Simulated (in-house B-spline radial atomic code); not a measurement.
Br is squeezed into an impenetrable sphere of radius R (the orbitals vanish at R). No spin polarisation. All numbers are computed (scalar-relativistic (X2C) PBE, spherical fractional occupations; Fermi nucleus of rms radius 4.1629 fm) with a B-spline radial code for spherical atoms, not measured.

Energies in eV above the free atom in [Ar] 3d10 4s2 4p5:

| R (bohr) | highest level (eV) | [Ar] 3d10 4s2 4p5 | [Ar] 3d10 4s2 4p4 4f1 | [Ar] 3d9 4s2 4p5 4f1 |
| --- | --- | --- | --- | --- |
| 7.06 | -7.75 | 0.06151 | 18.97 | 84.89 |
| 5.59 | -7.21 | 0.5704 | 24.18 | 90.04 |
| 5.41 | -7.05 | 0.7513 | 25.16 | 90.99 |
| 4.02 | -3.71 | 6.726 | 40.2 | 105.3 |
| 3.52 | -0.212 | 15.5 | 54.25 | 118.9 |
| 2.85 | 10.4 | 50.52 | 99.32 | 164 |
| 2.7 | 14.6 | 66.71 | 118.3 | 183.6 |
| 2.34 | 30.1 | 133.8 | 192.8 | 262 |
| 1.95 | 64.2 | 304.6 | 370.6 | 453.3 |
| 1.24 | 320 | 1940 | 1956 | 2184 |

(1) Does [Ar] 3d10 4s2 4p4 4f1 fall below [Ar] 3d10 4s2 4p5 under compression?

(2) Does [Ar] 3d9 4s2 4p5 4f1 fall below [Ar] 3d10 4s2 4p5 under compression?

The highest level is first positive in the row R = 2.85 bohr, pushed up by confinement above the zero of the free ion's potential. Each configuration is held fixed and needn't be the lowest in the sphere.

Results:

(1) No, it stays above over the whole range.

(2) No, it stays above over the whole range.
